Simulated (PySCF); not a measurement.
Ge(Cl)3(NH2), H2Cl3GeN, SMILES [Cl][Ge]([Cl])([NH2])[Cl], PBE0/def2-SVP optimised geometry.

```
7

N     -0.84     0.57     0.00
Ge    -0.28    -1.14     0.00
Cl    -1.04    -2.09     1.75
Cl     1.85    -1.14     0.00
Cl    -0.91    -2.32    -1.68
H     -1.85     0.69     0.07
H     -0.47     1.14    -0.75
```

Density from PySCF with PBE0/def2-TZVP at that geometry.

Minimum of the electron density along straight lines between bonded atoms, close to the bond critical point (lines longer than 1.1 times the sum of covalent radii, or with two minima, are not listed):

```json
[
 {"bond": "N1–Ge2", "length / Å": "1.798", "ρ at the minimum / e bohr⁻³": "0.154", "∇²ρ there / e bohr⁻⁵": "0.47", "position (fraction from the first atom)": "0.53"},
 {"bond": "Ge2–Cl3", "length / Å": "2.133", "ρ at the minimum / e bohr⁻³": "0.110", "∇²ρ there / e bohr⁻⁵": "0.17", "position (fraction from the first atom)": "0.43"},
 {"bond": "Ge2–Cl4", "length / Å": "2.133", "ρ at the minimum / e bohr⁻³": "0.110", "∇²ρ there / e bohr⁻⁵": "0.17", "position (fraction from the first atom)": "0.43"},
 {"bond": "Ge2–Cl5", "length / Å": "2.150", "ρ at the minimum / e bohr⁻³": "0.107", "∇²ρ there / e bohr⁻⁵": "0.16", "position (fraction from the first atom)": "0.43"},
 {"bond": "N1–H6", "length / Å": "1.017", "ρ at the minimum / e bohr⁻³": "0.330", "∇²ρ there / e bohr⁻⁵": "-1.63", "position (fraction from the first atom)": "0.74"},
 {"bond": "N1–H7", "length / Å": "1.017", "ρ at the minimum / e bohr⁻³": "0.330", "∇²ρ there / e bohr⁻⁵": "-1.63", "position (fraction from the first atom)": "0.74"}
]
```
